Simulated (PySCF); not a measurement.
**FTiN + HCl → ClTiN + HF**

Level: PBE0 in the def2-TZVP basis family, all electrons, no relativity, computed in PySCF with density fitting; open shells unrestricted.

```
species                                       state and structure       E (Eh)  ZPE (kJ/mol)  H(298 K) − H(0) (kJ/mol)  S° (J/(mol K))
   FTiN    singlet, Cs, Ti–F 1.833 Å, Ti–N 1.553 Å; F–Ti–N 113.7°  -1003.75828          12.5                      11.5           267.9
    HCl                                singlet, C∞v, H–Cl 1.279 Å   -460.66440          17.9                       8.7           186.6
  ClTiN  singlet, Cs, Ti–Cl 2.275 Å, Ti–N 1.545 Å; Cl–Ti–N 117.9°  -1364.03708          10.6                      12.2           281.1
     HF                                 singlet, C∞v, H–F 0.920 Å   -100.39188          24.9                       8.7           173.6
```

(1) What is the electronic reaction energy?

(2) Add zero-point, thermal and entropy terms for 298.15 K and 1 bar.

Results:

(1) At PBE0/def2-TZVP, ΔE = -16.5 kJ/mol from the differences of the total energies times 2625.5, downhill. 

(2) ΔZPE = 5.1 and Δ[H(298) − H(0)] = 0.7 kJ/mol give ΔH° = -10.7 kJ/mol. ΔS° = 0.2 J/(mol K), so ΔG° = -10.7 − 298.15 × (0.0002) = -11 kJ/mol and log₁₀K = 1.9.

Only the bonding shown was studied: isomers, or loss of a ligand pair, can lie lower.
